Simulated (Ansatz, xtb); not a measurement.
**Relative energy of two isomers of CH6ClGaSn**

Structure I: `[CH3][Ga]([Cl])[SnH3]`, a singlet. Structure II: `[CH3][SnH2][GaH][Cl]`, a singlet. Both are isolated molecules in the gas phase, relaxed with PBE0-D3(BJ)/def2-SVP; the shapes shown needn't be the lowest conformers.

I (Å):

```xyz
10

C     1.2988    0.3407    2.0553
Cl    2.4935    0.7901   -1.1676
Ga    0.8251    0.3279    0.1533
Sn   -1.4062   -0.1562   -1.1229
H     1.8873    1.2420    2.2845
H     0.4142    0.3018    2.7063
H     1.9335   -0.5351    2.2668
H    -1.8579    1.1946   -2.0768
H    -2.7002   -0.4994   -0.0478
H    -1.2196   -1.5015   -2.1689
```

II (Å):

```xyz
10

C    -1.0140    0.3219   -2.1751
Cl   -0.3878    2.9692    3.0568
Ga   -0.1410    2.6589    0.9225
Sn   -1.3371    0.5461   -0.0537
H    -1.5401   -0.5732   -2.5356
H     0.0591    0.2146   -2.3848
H    -1.3966    1.2014   -2.7110
H    -0.7576   -0.8551    0.7544
H    -3.0245    0.6641    0.2484
H     0.7405    3.7731    0.2499
```

Quicker runs give these differences E(II) − E(I): GFN2-xTB +0.239 eV; HF/STO-3G −0.029 eV (at GFN2-xTB geometries); r2SCAN-D4/def2-SVP +0.186 eV (at GFN2-xTB geometries).

Q: Estimate E(II) − E(I) at the level CCSD(T)/def2-SVP + ΔMP2/def2-TZVPP.

A: Calculated at CCSD(T)/def2-SVP + ΔMP2/def2-TZVPP: E(II) − E(I) = +0.189 eV, so structure I lies lower.

How the difference moves with the method:

```csv
level,geometry,E(II) − E(I) (eV),departure from the last row (eV),"job, with rough time for the two"
GFN2-xTB,GFN2-xTB,+0.239,+0.050,"optimisation, 0.28 s"
HF/STO-3G,GFN2-xTB,−0.029,−0.218,"single point, 2.2 s"
r2SCAN-D4/def2-SVP,GFN2-xTB,+0.186,−0.003,"single point, 2.7 s"
PBE0-D3(BJ)/def2-SVP,PBE0-D3(BJ)/def2-SVP,+0.230,+0.041,"optimisation, 1.8 min"
HF/def2-SVP,PBE0-D3(BJ)/def2-SVP,+0.204,+0.015,part of the CCSD(T) run
MP2/def2-SVP,PBE0-D3(BJ)/def2-SVP,+0.230,+0.041,part of the CCSD(T) run
CCSD(T)/def2-SVP,PBE0-D3(BJ)/def2-SVP,+0.221,+0.032,single point
CCSD(T)/def2-SVP + ΔMP2/def2-TZVPP,PBE0-D3(BJ)/def2-SVP,+0.189,,"single point, 44 s"
```

As drawn, II has 1 C–Sn, 1 Ga–H in place of 1 C–Ga, 1 Sn–H.

HF/STO-3G puts the two in the other order. The largest departure from CCSD(T)/def2-SVP + ΔMP2/def2-TZVPP is that of HF/STO-3G, 0.218 eV. The last row adds to CCSD(T) the change of the MP2 difference between the two basis sets, here −0.032 eV.

With harmonic frequencies from PBE0-D3(BJ)/def2-SVP (ideal gas, rigid rotor, one conformer each, 298.15 K, 1 atm): on the last row, ΔE + ΔZPE = +0.209 eV. A mode under 50 cm⁻¹ makes harmonic enthalpies and free energies unreliable, so none is given.

The correlated steps freeze 19 core orbitals; the filled d shell of Ga and Sn is correlated, in a basis made for valence electrons. Atoms past krypton carry core potentials in the def2 sets, other sets are all-electron and non-relativistic, and no spin–orbit term is included. Run with Ansatz 0.2.0, xtb 6.7.1; the last row on 2 threads of Intel(R) Xeon(R) 6975P-C (Granite Rapids) on a shared host.
